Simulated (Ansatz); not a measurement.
`B[SiH2][SiH3]` and `[SiH3][SiH2][InH2]` differ in one element.

Ansatz, PBE0-D4/def2-TZVP geometries, multiplicity 1. 

Elements past krypton have def2 core potentials.

| property | `B[SiH2][SiH3]` |
| --- | --- |
| HOMO energy (PBE/def2-TZVPP) / eV | -6.89 |
| LUMO energy (B3LYP/def2-TZVPP) / eV | -2.68 |
| zero-point energy (PBE0-D4/def2-TZVP) / kJ/mol | 160.7 |
| HOMO–LUMO gap (PBE/def2-TZVPP) / eV | 3.45 |
| HOMO energy (ωB97M-V/def2-TZVPP) / eV | -9.97 |
| LUMO energy (PBE/def2-TZVPP) / eV | -3.44 |

**Question.** Give the same properties after the change, and the shifts. (Best estimate.)

**Answer.** The calculation gave: 
| property | `[SiH3][SiH2][InH2]` | shift |
| --- | --- | --- |
| HOMO energy (PBE/def2-TZVPP) / eV | -6.28 | 0.61 |
| LUMO energy (B3LYP/def2-TZVPP) / eV | -2.47 | 0.21 |
| zero-point energy (PBE0-D4/def2-TZVP) / kJ/mol | 139.2 | -21.5 |
| HOMO–LUMO gap (PBE/def2-TZVPP) / eV | 3.35 | -0.10 |
| HOMO energy (ωB97M-V/def2-TZVPP) / eV | -9.19 | 0.78 |
| LUMO energy (PBE/def2-TZVPP) / eV | -2.93 | 0.51 |

With PBE0 the HOMO rises by 0.71 eV and the LUMO rises by 0.28 eV, so the gap narrows by about 0.43 eV. PBE moves the HOMO by 0.61 eV and ωB97M-V by 0.78 eV.

B3LYP here is the variant with VWN-RPA as its local correlation; programs differ in this.
